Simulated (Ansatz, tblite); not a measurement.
Removing and adding an electron: `COc1ccc(-c2sc(-c3sc(-c4sc(-c5sc(-c6ccc(C(F)=C(F)F)cc6)c6c5OCCO6)c5c4OCCO5)c4c3OCCO4)c3c2OCCO3)cc1`. Total charge 0; singlet. Geometry: PBE-D4/def2-SVP. Ansatz, gas phase; energy differences of separate SCF runs; the oxidised species was run as a doublet alone; the reduced species was run as a doublet alone.

```xyz
82

C    -2.317    0.961   13.290
O    -1.746    1.745   12.262
C    -1.811    1.279   10.983
C    -2.411    0.063   10.598
C    -2.420   -0.324    9.252
C    -1.838    0.482    8.243
C    -1.839    0.082    6.843
S    -0.920    0.995    5.651
C    -1.410   -0.047    4.322
C    -0.965    0.154    2.978
S    -1.434   -0.913    1.655
C    -0.502    0.009    0.476
C    -0.414   -0.365   -0.902
S     0.566    0.523   -2.064
C     0.173   -0.587   -3.373
C     0.730   -0.389   -4.681
S     2.329    0.308   -4.874
C     2.252    0.277   -6.630
C     3.357    0.778   -7.429
C     3.340    0.736   -8.850
C     4.410    1.212   -9.605
C     5.559    1.762   -8.983
C     6.713    2.278   -9.714
F     7.720    2.779   -8.956
C     6.929    2.328  -11.053
F     8.028    2.824  -11.599
F     6.073    1.890  -11.970
C     5.581    1.812   -7.568
C     4.511    1.333   -6.816
C     1.035   -0.292   -7.022
C     0.176   -0.650   -5.936
O    -1.083   -1.143   -6.120
C    -1.554   -0.950   -7.452
C    -0.480   -1.325   -8.463
O     0.660   -0.473   -8.326
C    -0.692   -1.583   -2.916
C    -1.028   -1.446   -1.539
O    -1.854   -2.318   -0.886
C    -2.015   -3.547   -1.599
C    -2.254   -3.285   -3.081
O    -1.136   -2.626   -3.674
C     0.126    1.088    1.105
C    -0.129    1.167    2.499
O     0.398    2.147    3.292
C     0.901    3.246    2.527
C     1.725    2.753    1.342
O     0.919    1.983    0.445
C    -2.244   -1.055    4.810
C    -2.485   -0.985    6.213
O    -3.288   -1.896    6.852
C    -4.104   -2.639    5.944
C    -3.290   -3.127    4.753
O    -2.782   -2.021    4.006
C    -1.242    1.705    8.656
C    -1.225    2.097    9.991
H    -1.832   -0.039   13.371
H    -3.411    0.811   13.141
H    -2.157    1.515   14.234
H    -2.874   -0.599   11.343
H    -2.885   -1.278    8.972
H     2.464    0.319   -9.361
H     4.349    1.156  -10.699
H     6.458    2.235   -7.059
H     4.569    1.391   -5.717
H    -1.857    0.112   -7.603
H    -2.448   -1.594   -7.570
H    -0.846   -1.197   -9.500
H    -0.178   -2.388   -8.317
H    -1.107   -4.180   -1.470
H    -2.881   -4.067   -1.144
H    -2.388   -4.238   -3.630
H    -3.172   -2.666   -3.212
H     0.054    3.872    2.162
H     1.524    3.852    3.213
H     2.578    2.135    1.706
H     2.125    3.605    0.758
H    -4.517   -3.492    6.517
H    -4.949   -2.005    5.587
H    -2.448   -3.767    5.107
H    -3.920   -3.718    4.059
H    -0.787    2.369    7.904
H    -0.763    3.045   10.302
```

The xTB rows come from tblite. Single mean-field runs in def2-TZVP are fitted with def2-universal-jkfit.

Question: Estimate orbital energies and vertical ionisation energies and electron affinities at: GFN1-xTB; GFN2-xTB; PBE-D4/def2-TZVP; PBE0-D4/def2-TZVP.

Answer: 
```csv
level,−HOMO (eV),vertical IE (eV),−LUMO (eV),vertical EA (eV),HOMO–LUMO gap (eV),IE − EA (eV)
GFN1-xTB,9.84,11.19,8.47,7.17,1.37,4.02
GFN2-xTB,9.24,10.57,7.94,6.66,1.29,3.91
PBE-D4/def2-TZVP,3.83,5.13,2.40,1.25,1.43,3.88
PBE0-D4/def2-TZVP,4.55,5.41,1.91,1.14,2.64,4.28
```

 Raw xTB energy differences between charge states are shifted by several eV; the methods need an empirical correction for them. Sets without diffuse functions give affinities that are too small.
